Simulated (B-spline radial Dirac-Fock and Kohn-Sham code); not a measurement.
# Binding energies of La⁴⁶⁺ at several levels of theory

System: La⁴⁶⁺, configuration [Ne] 3s1.

The density-functional columns are spherical, spin-unpolarised Dirac-Kohn-Sham results without Breit or QED terms: −ε is minus the orbital energy of the initial state and ΔSCF the difference of two total energies. The reference in the last column comes from Dirac-Fock (average of configuration) total-energy differences with a finite nucleus, the Breit interaction including its frequency dependence, and self-energy and vacuum-polarisation corrections. All numbers are from an atomic code on a B-spline grid, in eV; a selection of levels is shown. For the 1s level of heavy atoms much of the gap between ΔSCF and the reference is the Breit and QED part, -146.1 eV here; for other levels the error of the functional can be larger.

```
     level  LDA −ε  LDA ΔSCF  Dirac-Fock
L2 (2p1/2)  8862.8    8994.1      8970.6
L3 (2p3/2)  8433.5    8556.8      8545.5
   M1 (3s)  3761.2    3802.5      3799.7
```

For the outermost level NIST gives 3800 ± 4 eV (theoretical); the differences from it are LDA −ε -38.84, LDA ΔSCF +2.52, Dirac-Fock -0.26 eV.

Values without a named source are computed, but for edge energies of neutral atoms, which are taken from tables.
